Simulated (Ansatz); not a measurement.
Geometry optimisation, RHF/def2-SVP in Ansatz.

Input:

```yaml
crystal:
  periodic: [false, false, false]
  atoms:
    - { symbol: Zn, position_ang: [0.495716, -0.029198, 0.012829] }
    - { symbol: Cl, position_ang: [0.410876, 0.180297, 2.21833] }
    - { symbol: O, position_ang: [0.839889, -0.176066, -1.725862] }
    - { symbol: H, position_ang: [0.182588, -0.474602, -2.335468] }
    - { symbol: O, position_ang: [-2.36074, -0.53054, 0.683224] }
    - { symbol: H, position_ang: [-3.024915, -1.195654, 0.794606] }
    - { symbol: H, position_ang: [-2.027713, -0.330739, 1.573941] }
basis:
  gaussian: { orbitals: def2-SVP }
hamiltonian:
  xc: hf
relax:
  f_tol: 0.03
  max_steps: 50
```

Launched with:

```bash
$ ansatz run input.yaml --threads 1 --pin off --max-ram 2048MiB --backend cpu --events-out ev --progress --plain --runs-dir out
```

Q: Where does it end, and by what steps?

A: The run converged. The force dipped under the threshold on the way, but the program's further checks kept it going. After 43 steps the energy has fallen by 0.515 eV; H6 moved furthest, 1.35 Å. Joined: Zn1–O5 (2.98 → 2.13 Å).

```tsv
step	energy less start (eV)	largest force component (eV/Å)	accepted
0	0.0000	1.141	yes
2	-0.2410	1.551	yes
4	-0.3348	1.157	yes
6	-0.3547	0.818	no
8	-0.3748	0.092	yes
10	-0.3753	0.262	no
12	-0.3765	0.063	yes
14	-0.3768	0.047	yes
16	-0.3771	0.101	yes
18	-0.3779	0.096	yes
20	-0.3786	0.055	yes
22	-0.3804	0.061	yes
24	-0.3883	0.297	yes
26	-0.3305	2.039	no
28	-0.4157	0.317	yes
30	-0.3228	2.377	no
32	-0.4761	0.321	yes
34	-0.4899	0.242	yes
36	-0.5071	0.136	yes
38	-0.5085	0.426	no
40	-0.5072	0.588	no
42	-0.5141	0.190	yes
43	-0.5150	0.016	yes
```

```xyz
7
Properties=species:S:1:pos:R:3
Zn 0.060 0.006 0.431
Cl 1.241 0.650 2.124
O -0.343 -0.508 -1.268
H 0.235 -0.454 -2.009
O -1.993 -0.488 0.738
H -2.145 -0.810 -0.148
H -2.539 -0.953 1.354
```

Whether the end is a true minimum wasn't checked by a vibrational analysis.

Run time: 70 s on 1 thread of Arm Neoverse V2, with other jobs on the host, peak memory 0.18 GiB.
